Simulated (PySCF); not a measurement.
Two-dimensional NMR puzzle

Compound of formula C4H4O3. Correlations simulated from computed shifts and couplings:

HSQC (one-bond C–H):
| δH | δC | ¹J(C,H) (Hz) |
| --- | --- | --- |
| 2.78 | 30.8 | 142 |

HMBC (two and three bonds, |J| ≥ 2.5 Hz):
| δH | δC [abs. J in Hz] |
| --- | --- |
| 2.78 | 176.4 [6.6] |

Carbons without hydrogens: δ 176.4.

PySCF 2.14.0 with density-fitted response routines calculation with coordinates at the GFN2-xTB level, J: B3LYP/pcJ-1 (without the spin–dipole term) and GIAO PBE0/pcSseg-1 shieldings; one averaged value for each set of equivalent atoms, a single conformation, no solvent, no relativistic terms.

Shifts are taken against calculated references (same method and geometry level): TMS for ¹H (σ = 31.72 ppm), ¹³C (σ = 186.93 ppm).

Exchangeable hydrogens are left out of these lists, and C,H couplings along chains are those of one rotamer, so weak HMBC peaks may be missing or extra.

Problem. Assemble the structure.

Solution. SMILES O=C1CCC(=O)O1.

Atom-mapped SMILES (the numbers label the heavy atoms): `[O:1]=[C:2]1[CH2:3][CH2:4][C:5](=[O:6])[O:7]1`; H(Xn) means a hydrogen on atom n.

- δC 176.4 is C2/C5, an anhydride carbonyl carbon.
- δC 30.8 is C3/C4, an sp3 CH2 α to a carbonyl (δH 2.78).
- HMBC from δH 2.78 reaches the proton-free carbon C2/C5.

This is the structure that produced the data.

Shifts are as computed. Against solution values, carbons near 30 ppm lie about +3 ppm off and those near 130 ppm about +5 ppm. Of 1211 compounds with measured shifts, 218 miss one by over three times the rms of a fit or turn the order of signals round; such compounds aren't used in these exercises.
